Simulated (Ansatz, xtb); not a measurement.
System: SnO, charge 1, multiplicity 2. SMILES of the parent species: [O]=[Sn]
Geometry from a B3LYP-D3(BJ)/def2-TZVP (Ansatz, an electronic-structure program) optimisation:
```xyz
2

Sn     0.0000     0.0000    -0.2742
O      0.0000     0.0000     1.7136
```
Charge +1, spin multiplicity 2.

Harmonic wavenumbers from GFN2-xTB (xtb, at its own minimum), cm⁻¹: 462.

**Question.** Give the harmonic wavenumbers at B3LYP-D3(BJ)/def2-TZVP (Ansatz, finite differences of forces, unscaled).

**Answer.** 629 cm⁻¹. Zero-point energy 0.9 kcal/mol.

**Question.** From these and the geometry, give the ideal-gas thermochemistry at 298.15 K and 1 atm (rigid rotor, harmonic oscillator).

**Answer.** Point group C∞v, rotational symmetry number 1. Rotational constants 9.072, 9.072 GHz. S(trans) 40.61, S(rot) 14.96, S(vib) 0.40, S(elec, spin only) 1.38, S 57.3 cal/(mol K). H(298) - H(0) 2.16 kcal/mol; G - E(el) -14.0 kcal/mol.
